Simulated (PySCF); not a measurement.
**Ionisation energy along the 9-electron series**

Calculated with PySCF 2.14 and a two-component X2C-1e Hamiltonian (Gaussian nucleus, no Breit or QED terms), each ion in its own even-tempered basis scaled to its charge; GMP2 freezes nothing and drops the highest virtual spinors. Values in eV. NIST values: (m) measured, (s) semi-empirical, (t) theoretical.

```
  ion  configuration  GHF (spin-free)  GMP2 (spin-free)  GHF (screened spin-orbit)  GMP2 (screened spin-orbit)            NIST
Pt⁶⁹⁺   [He] 2s2 2p5          18412.2           18413.9                    17910.4                     17912.1  17890 ± 50 (t)
Hg⁷¹⁺   [He] 2s2 2p5          19495.3           19497.1                    18935.1                     18936.8  18910 ± 60 (t)
```

(1) Fill in the row of Au⁷⁰⁺.

Answers

(1) configuration: [He] 2s2 2p5; GHF (spin-free): 18949.4; GMP2 (spin-free): 18951.1; GHF (screened spin-orbit): 18419.0; GMP2 (screened spin-orbit): 18420.7; NIST: 18400 ± 60 (t).
